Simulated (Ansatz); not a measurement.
All numbers were calculated with Ansatz.

A structure relaxed at PBE0-D4/def2-TZVP, charge 0, multiplicity 1:

```xyz
14

C     1.901    0.658   -0.258
Sn   -0.071    0.274    0.493
C    -0.322   -1.833    0.808
C    -1.527    0.968   -0.921
H     2.044    1.727   -0.423
H     2.653    0.312    0.452
H     2.048    0.136   -1.205
H    -0.284    1.102    1.984
H    -1.320   -2.043    1.194
H     0.414   -2.200    1.525
H    -0.191   -2.369   -0.133
H    -1.401    0.448   -1.872
H    -1.411    2.039   -1.091
H    -2.535    0.780   -0.551
```

Problem. Give its formula and SMILES.

Solution. C3H10Sn, `[CH3][SnH]([CH3])[CH3]`.

Problem. Point group (tolerance 0.08 Å, 0.16 Å for H)?

Solution. C3v.

Problem. Summarise the bond lengths by kind.

Solution. 3 × C–Sn 2.145 Å; 9 × C–H 1.091 Å; 1 × H–Sn 1.719 Å.
